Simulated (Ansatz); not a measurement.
The same path of C2H6AlNSi (11 atoms, charge 0, multiplicity 1) was run twice with different band settings. The coordinate that changes most is the dihedral H6–C1–Al2–N3.

All numbers below come from Ansatz, RKS B3LYP-D4/6-31G*.

Relaxed end points:

```xyz
11
Properties=species:S:1:pos:R:3
C -2.419 -0.385 -0.022
Al -0.483 -0.110 0.076
N 0.615 0.105 1.581
C 1.751 0.302 0.997
Si 1.702 0.224 -0.952
H -2.708 -0.994 -0.887
H -2.796 -0.873 0.885
H -2.940 0.577 -0.116
H 2.652 0.492 1.609
H 2.153 1.481 -1.626
H 2.538 -0.877 -1.523
```

```xyz
11
Properties=species:S:1:pos:R:3
C -2.427 -0.328 -0.037
Al -0.482 -0.120 0.058
N 0.706 -0.622 1.419
C 1.816 -0.201 0.907
Si 1.650 0.638 -0.846
H -2.762 -1.187 0.558
H -2.930 0.562 0.363
H -2.778 -0.464 -1.066
H 2.759 -0.334 1.468
H 2.103 2.064 -0.880
H 2.411 -0.066 -1.924
```

Common settings: movable images 7; climbing image yes; optimiser quadratic models (default); start path IDPP; force threshold 0.03 eV/Å; iteration limit 60; end points relaxed.

| run | spring |
| --- | --- |
| 1 | 5.0 eV/Å² |
| 2 | 50.0 eV/Å² |

Task: What does each run give, and how far can it be trusted?

Result: Run 1: converged after 6 iterations, highest image 0.001 eV above the first end. The top lies less than 8 meV above the higher end, about what the thresholds resolve: that end is a shoulder or a very shallow well. A vibrational analysis at the climbing image gives no mode beyond 40i cm⁻¹: the surface is too flat there to confirm a saddle point.
Run 2: converged after 6 iterations, highest image 0.001 eV above the first end. The top lies less than 8 meV above the higher end, about what the thresholds resolve: that end is a shoulder or a very shallow well. Another band between the same ends (7 images) ends at a top of the same energy, where a vibrational analysis finds no clearly imaginary modes.
